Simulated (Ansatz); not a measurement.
Born–Oppenheimer molecular dynamics of C3H11BSSi (17 atoms, charge 0, multiplicity 1). It goes on from the last frame of an earlier run, with new velocities.

These are results of RKS r2SCAN/STO-3G in Ansatz 0.2.0, not measurements.

```
ensemble        : NVT, Nosé–Hoover chain
time step       : 0.25 fs
steps asked     : 225
set temperature : 500 K
thermostat      : time constant 100 fs, chain length 3 (defaults)
masses          : H 2.014 u
seed            : 92299
```

First frame:

```xyz
17
Properties=species:S:1:pos:R:3
B -0.457 -1.121 -1.475
C 0.337 -0.180 -0.480
C 1.613 -0.722 0.168
S 0.740 0.226 -2.348
C -0.297 1.026 0.224
Si -1.124 0.544 1.857
H -1.579 -0.894 -1.715
H 0.028 -2.161 -1.685
H 1.978 -1.607 -0.388
H 2.416 0.021 0.207
H 1.429 -1.041 1.200
H -0.116 1.254 -2.405
H -1.067 1.452 -0.428
H 0.478 1.789 0.420
H -1.911 1.648 2.390
H -1.985 -0.606 1.652
H -0.106 0.271 2.856
```

Task: How far do the bonds stretch over the last three quarters of this one trajectory? (Pairs bonded in most of those frames.)

Result: 
```json
{"bond": "B1–C2", "mean (Å)": "1.572", "spread (Å)": "0.023", "shortest": "1.53", "longest": "1.60"}
{"bond": "B1–S4", "mean (Å)": "2.001", "spread (Å)": "0.036", "shortest": "1.94", "longest": "2.05"}
{"bond": "B1–H7", "mean (Å)": "1.174", "spread (Å)": "0.036", "shortest": "1.11", "longest": "1.23"}
{"bond": "B1–H8", "mean (Å)": "1.175", "spread (Å)": "0.039", "shortest": "1.11", "longest": "1.23"}
{"bond": "C2–C3", "mean (Å)": "1.554", "spread (Å)": "0.018", "shortest": "1.53", "longest": "1.58"}
{"bond": "C2–S4", "mean (Å)": "1.955", "spread (Å)": "0.034", "shortest": "1.86", "longest": "1.99"}
{"bond": "C2–C5", "mean (Å)": "1.535", "spread (Å)": "0.034", "shortest": "1.49", "longest": "1.59"}
{"bond": "C3–H9", "mean (Å)": "1.099", "spread (Å)": "0.017", "shortest": "1.07", "longest": "1.13"}
{"bond": "C3–H10", "mean (Å)": "1.105", "spread (Å)": "0.012", "shortest": "1.09", "longest": "1.12"}
{"bond": "C3–H11", "mean (Å)": "1.104", "spread (Å)": "0.003", "shortest": "1.10", "longest": "1.11"}
{"bond": "S4–H12", "mean (Å)": "1.364", "spread (Å)": "0.045", "shortest": "1.30", "longest": "1.44"}
{"bond": "C5–Si6", "mean (Å)": "1.884", "spread (Å)": "0.015", "shortest": "1.85", "longest": "1.90"}
{"bond": "C5–H13", "mean (Å)": "1.099", "spread (Å)": "0.013", "shortest": "1.08", "longest": "1.12"}
{"bond": "C5–H14", "mean (Å)": "1.104", "spread (Å)": "0.021", "shortest": "1.07", "longest": "1.14"}
{"bond": "Si6–H15", "mean (Å)": "1.448", "spread (Å)": "0.013", "shortest": "1.43", "longest": "1.47"}
{"bond": "Si6–H16", "mean (Å)": "1.446", "spread (Å)": "0.015", "shortest": "1.42", "longest": "1.47"}
{"bond": "Si6–H17", "mean (Å)": "1.448", "spread (Å)": "0.025", "shortest": "1.41", "longest": "1.48"}
```

Mean temperature of the second half: 270 K. The conserved energy stayed within 0.038 meV per atom of its start (net change 0.025 meV per atom), so the integration is sound. The mean temperature of the second half is 46 % below the set value. A run of 0.056 ps of so small a system gives no equilibrium averages. Limits of this set-up: minimal basis.

Time of the run: 16 min on 1 thread of Arm Neoverse V2, with other jobs on the host, peak memory 0.1 GiB.
